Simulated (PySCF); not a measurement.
**SMILES C=C[C@@H]1O[SiH2]O[C@@H]1C, C₅H₁₀O₂Si**

Molfile (atoms numbered from 1):
```
C5H10O2Si
     RDKit          3D

 18 18  0  0  0  0  0  0  0  0999 V2000
    2.2924    0.2175   -1.1566 C   0  0  0  0  0  0  0  0  0  0  0  0
    1.6860    0.0648    0.0047 C   0  0  0  0  0  0  0  0  0  0  0  0
    0.4182   -0.7055    0.1996 C   0  0  2  0  0  0  0  0  0  0  0  0
    0.0155   -1.3757   -0.9657 O   0  0  0  0  0  0  0  0  0  0  0  0
   -1.6151   -1.4442   -1.0861 Si  0  0  0  0  0  4  0  0  0  0  0  0
   -1.9381   -0.4735    0.1938 O   0  0  0  0  0  0  0  0  0  0  0  0
   -0.7826    0.1848    0.6392 C   0  0  2  0  0  0  0  0  0  0  0  0
   -0.7222    1.5827    0.0380 C   0  0  0  0  0  0  0  0  0  0  0  0
    3.2103    0.7713   -1.2517 H   0  0  0  0  0  0  0  0  0  0  0  0
    1.8873   -0.2236   -2.0510 H   0  0  0  0  0  0  0  0  0  0  0  0
    2.0850    0.4904    0.9160 H   0  0  0  0  0  0  0  0  0  0  0  0
    0.5841   -1.4604    0.9842 H   0  0  0  0  0  0  0  0  0  0  0  0
   -1.9895   -0.8681   -2.3674 H   0  0  0  0  0  0  0  0  0  0  0  0
   -2.1562   -2.7550   -0.7713 H   0  0  0  0  0  0  0  0  0  0  0  0
   -0.8343    0.2447    1.7324 H   0  0  0  0  0  0  0  0  0  0  0  0
    0.0847    2.1602    0.4800 H   0  0  0  0  0  0  0  0  0  0  0  0
   -0.5668    1.5081   -1.0358 H   0  0  0  0  0  0  0  0  0  0  0  0
   -1.6677    2.0876    0.2212 H   0  0  0  0  0  0  0  0  0  0  0  0
  1  2  2  0
  2  3  1  0
  3  4  1  0
  4  5  1  0
  5  6  1  0
  6  7  1  0
  7  8  1  0
  7  3  1  0
  1  9  1  0
  1 10  1  0
  2 11  1  0
  3 12  1  1
  5 13  1  0
  5 14  1  0
  7 15  1  1
  8 16  1  0
  8 17  1  0
  8 18  1  0
M  END
```

Computed with PySCF, TDDFT wB97X-D/def2-SVPD circular dichroism and optical rotation, one conformer, gas phase. Geometry: GFN2-xTB.

The molecule is flexible and this is one conformer; a measurement averages over conformers.

(1) Draw the ECD and absorption spectra from the lowest 8 states, each a Gaussian of half-width 0.25 eV at 1/e height.

## Answers

(1) 
```csv
E (eV),λ (nm),Δε (L mol⁻¹ cm⁻¹),ε (L mol⁻¹ cm⁻¹)
6.78,183,+0.74,321
6.88,180,+3.30,1360
6.98,178,+10.77,4210
7.08,175,+25.68,9490
7.18,173,+44.69,15600
7.28,170,+56.65,18800
7.38,168,+51.65,16700
7.48,166,+30.92,11400
7.58,164,+2.91,6870
7.68,162,-25.15,5510
7.78,159,-47.02,6660
7.88,157,-57.77,8220
7.98,155,-58.68,8520
```
Δε uses R in velocity form, ε uses f in length form. Only the states computed contribute, so the short-wavelength end is incomplete.
